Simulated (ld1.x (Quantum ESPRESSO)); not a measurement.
# beryllium (Be), TM: configuration errors across variants

- Element: beryllium
- Generator: ld1.x (Quantum ESPRESSO) 7.5
- Type: norm-conserving Troullier–Martins (Kleinman–Bylander form)
- Functional: PBEsol
- Relativity: scalar-relativistic
- Frozen core: none
- Valence charge: 4
- Reference configuration: 1s2 2s1 2p0 (charge +1)
- Partial waves: 2p (bound, empty): rc 4.20 bohr; 3d channel at 0.1 Ry: rc 3.95 bohr; 1s (bound): rc 0.30 bohr
- Local potential: the s channel
- Core correction: none

Occupied shells without a wave of their own: 2s. They enter only through the test configuration that unscreens the potential.

All-electron excitation energies from the reference (eV): (1) 1s2 2s2 2p0 -9.458; (2) 1s2 2s0 2p0 17.726; (3) 1s2 2s1.5 2p0 -5.736; (4) 1s1 2s2 2p0 117.911.

Tests that are not counted but printed errors over 1 eV. “base”: 1s2 2s0 2p2 (solver errors, printed error -14.1 eV); 1s2 2s0 2p1 (solver errors, printed error -4.1 eV); 1 more. “all radii scaled by about 0.74 (s 0.22, p 3.12, d 2.94 bohr)”: 1s2 2s0 2p2 (solver errors, printed error -14.1 eV); 1s2 2s1 2p1 (solver errors, printed error -13.4 eV); 1 more. “all radii scaled by about 0.83 (s 0.24, p 3.50, d 3.28 bohr)”: 1s2 2s1 2p1 (solver errors, printed error -13.4 eV); 1s2 2s0 2p2 (solver errors, printed error -13.3 eV). “all radii scaled by about 0.92 (s 0.28, p 3.84, d 3.62 bohr)”: 1s2 2s1 2p1 (solver errors, printed error -3.4 eV); 1s2 2s0 2p2 (solver errors, printed error -14.1 eV). “all radii scaled by about 1.07 (s 0.32, p 4.50, d 4.22 bohr)”: 1s2 2s0 2p2 (solver errors, printed error -14.1 eV); 1s2 2s0 2p1 (solver errors, printed error -4.1 eV); 1 more.

A true bound ghost makes a file unfit for plane-wave use even where its test errors are small: the radial tests pick states by their node count and pass the ghost by. Where a test does run into it, the solver fails or the error is huge.

Errors AE − PS in meV (a dash: test not solved or not reliable):

| change | (1) | (2) | (3) | (4) | bound ghosts |
| --- | --- | --- | --- | --- | --- |
| base | -2.9 | +5.6 | -1.7 | -4.2 | not determined |
| all radii scaled by about 0.74 (s 0.22, p 3.12, d 2.94 bohr) | -1.1 | +2.1 | -0.6 | -18 | not determined |
| all radii scaled by about 0.83 (s 0.24, p 3.50, d 3.28 bohr) | -1.3 | +2.6 | -0.8 | -15 | not determined |
| all radii scaled by about 0.92 (s 0.28, p 3.84, d 3.62 bohr) | -2.4 | +4.7 | -1.4 | -7.2 | not determined |
| all radii scaled by about 1.07 (s 0.32, p 4.50, d 4.22 bohr) | -4.0 | +7.7 | -2.3 | +0.8 | not determined |
| all radii scaled by about 1.14 (s 0.34, p 4.80, d 4.52 bohr) | -4.8 | +9.4 | -2.9 | +4.5 | p |
| all radii scaled by about 1.23 (s 0.36, p 5.16, d 4.84 bohr) | -6.8 | +13 | -4.0 | +11 | p |
| all radii scaled by about 1.36 (s 0.40, p 5.72, d 5.38 bohr) | -11 | +21 | -6.4 | +21 | p |

Q: Give the same row for: all radii scaled by about 1.32 (s 0.40, p 5.56, d 5.22 bohr).

A: -11, +21, -6.4, +21; bound ghosts: p. Not counted: 1s2 2s1 2p1 (solver errors, printed error -3.4 eV); 1s2 2s0 2p2 (solver errors, printed error -14.1 eV).
